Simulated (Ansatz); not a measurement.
Species: CH$_{4}$O$_{2}$, charge 0, multiplicity 1. 
Geometry from a B3LYP-D3(BJ)/def2-TZVP (Ansatz, an electronic-structure program) optimisation:
SMILES: OCO
```xyz
7

O     -1.0706     0.4529     0.2878
C     -0.1133    -0.5141    -0.0675
O      1.1760     0.0251    -0.2250
H     -1.1199     1.1035    -0.4232
H     -0.3449    -0.9848    -1.0262
H     -0.1496    -1.2587     0.7315
H      1.4512     0.3997     0.6207
```
Charge 0, spin multiplicity 1.

Property: atomisation energy (electronic, to ground-state atoms), in eV. Cores are frozen in the correlated levels unless marked. Open shells are spin-unrestricted. Spin-orbit coupling is left out. Non-relativistic. The coupled-cluster limit lacks core correlation, which all-electron functionals hold. Basis-set limits of correlation are two-point, X^-3; Hartree-Fock from the larger set. The bracket is a focal-point correction in the basis named.

```csv
level,program,atomisation energy (eV)
HF/6-31G*,Ansatz,17.89
HF/cc-pVQZ,Ansatz,18.39
revPBE-D3(BJ)/def2-TZVPD,Ansatz + dftd3,26.64
revPBE/def2-TZVPD,Ansatz,26.43
PBE0-D3(BJ)/def2-TZVPD,Ansatz + dftd3,26.73
r2SCANh-D4/def2-TZVPD,Ansatz + dftd4,26.55
PBE-QIDH/def2-TZVPD,Ansatz,26.38
MP2/cc-pVDZ,Ansatz,25.01
"RI-MP2/CBS(cc-pVTZ,cc-pVQZ)",Ansatz,27.55
"RI-MP2/CBS(aug-cc-pVTZ,aug-cc-pVQZ)+[CCSD(T)-MP2]/aug-cc-pVTZ",Ansatz,26.98
```
